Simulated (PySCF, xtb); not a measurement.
hexafluorophosphate (F6P), SMILES F[P-](F)(F)(F)(F)F, charge -1.

GFN2-xTB (xtb) at its own geometry gives an orbital gap of 14.21 eV.

Coordinates come from a TPSSh-D3(BJ)/def2-SVPD optimisation.

**Question.** What does CAM-B3LYP/def2-SVPD in PySCF give? (Estimate from the structure and the level; the computed values follow.)

**Answer.** gap 12.68 eV (levels -7.41 and 5.27 eV).
